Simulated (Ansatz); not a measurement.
Program: Ansatz. Geometries: PBE0-D4/def2-TZVP. ΔE: electronic, gas phase. CCSD(T)/CBS adds triple-zeta CCSD(T) − MP2 to the extrapolated MP2 energy (def2 sets, frozen cores). DFT in def2-TZVPP. B3LYP here is the variant with VWN-RPA as its local correlation; programs differ in this. def2 core potentials past Kr. For Sn outer-core shells are correlated without core-valence functions, which leaves a few kJ/mol of doubt a bond. Each species was taken in one conformer, which may not be the lowest.

Consider the redistribution: `NB(N)F` + `CC(C)[O][Sn][F]` → `CC(C)OB(N)N` + `[F][Sn][F]`.

| level | ΔE (kJ/mol) | difference from CCSD(T)/CBS |
| --- | --- | --- |
| r2SCAN-D4 | 0.0 | -0.7 |
| PBE0-D4 | -0.8 | -1.5 |
| ωB97X-V | -4.3 | -5.0 |
| PBE0 | -2.3 | -3.0 |
| B3LYP | -1.8 | -2.5 |
| HF/def2-TZVPP | -1.9 | -2.6 |
| MP2/def2-TZVPP | 5.4 | 4.7 |
| SCS-MP2/def2-TZVPP | 3.6 | 2.9 |
| HF/def2-QZVPP | -4.8 | -5.5 |
| MP2/CBS(def2) | 1.8 | 1.1 |
| CCSD(T)/CBS | 0.7 | 0 |

Largest T1 diagnostic among the species: 0.017.

In def2-TZVPP, CCSD(T) changes the Hartree–Fock value by +6.2 kJ/mol (the triples alone add +1.6 kJ/mol) and MP2 by +7.3 kJ/mol. The D4 term adds +3.7 kJ/mol with B3LYP and +1.6 kJ/mol with PBE0; it sums over pairs of atoms, weighted by their polarisabilities, and B3LYP, whose exchange is more repulsive, gets the larger term.
